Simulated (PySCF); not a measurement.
## Electronic structure of Sc³⁺ (scandium, charge +3) at the UHF level

Configuration: [Ar], closed-shell 1S. Computed with PySCF 2.14 in aug-cc-pVQZ-DK, with scalar relativity by spin-free X2C-1e.

```json
{
 "Total energy": "-761.762243 hartree",
 "One-electron energy": "-1021.4264 hartree",
 "Hartree (Coulomb) energy": "297.2855 hartree",
 "Exchange energy": "-37.6213 hartree",
 "⟨S²⟩": "0.0000",
 "⟨L²⟩": "0.000",
 "Sum of ⟨r⟩": "11.58 bohr",
 "Sum of ⟨r²⟩": "12.53 bohr²",
 "Langevin diamagnetic susceptibility": "-9.93 ×10⁻⁶ cm³/mol"
}
```

```tsv
shell	electrons	mean orbital energy (eV)	rms radius, mean of both spins (bohr)
1s	2	-4571.8	0.0844
2s	2	-557.22	0.370
2p	6	-459.90	0.340
3s	2	-101.76	1.13
3p	6	-73.630	1.22
```

Densities and radii are taken from the X2C orbitals without a picture-change correction, which distorts them close to the nucleus.
